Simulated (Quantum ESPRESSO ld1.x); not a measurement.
Values are calculated unless marked as measured or tabulated.
One sound ld1.x (Quantum ESPRESSO 7.5) input for neutral ruthenium gives E = -4531.56 hartree in 31 iterations:

```
 &input
    zed=44.0,
    iswitch=1,
    rel=2,
    dft='PBE',
    config='[Kr] 4d7 5s1',
    verbosity='high',
    lsmall=.true.,
    prefix='ld1',
    max_out_wfc=37,
    file_charge='ld1.rho',
 /
```

Changed or added lines, one case at a time, and what came of them:

- config='[Pd] 4d7 5s1': refused. The program stops in el_config with "wrong core: Pd": the cores known are He, Ne, Ar, Kr, Xe, Hg and Rn.
- dft='R2SCAN': refused. The program stops in set_dft_from_name with "libxc needed for this functional": this build has no Libxc.
- xmin=-20.0: refused. The program stops in do_mesh with "ndmx is too small": a lower xmin needs more points.
- rel=1 lsd=1 dft='BLYP': silently wrong. The run ends normally, but in this build (ld1.x 7.5) Etot and Exc of a spin-polarised run lack the gradient corrections of exchange and correlation and come out near their LSDA values (nitrogen, PBE: -54.132 hartree against -54.536 from two other codes). The eigenvalues and orbitals are those of the GGA; the energies must not be used.
- zed=104.0: refused. The program stops in ld1_readin with "wrong nuclear charge zed: 104.00": zed must lie above 0 and at most 103.
- lsd=2: refused. The program stops in ld1_readin with "lsd not correct": lsd takes 0 or 1.
- atom='Xx' (without zed): crashed. The program stops in dirsol with "no classical turning point found": the symbol names no element.
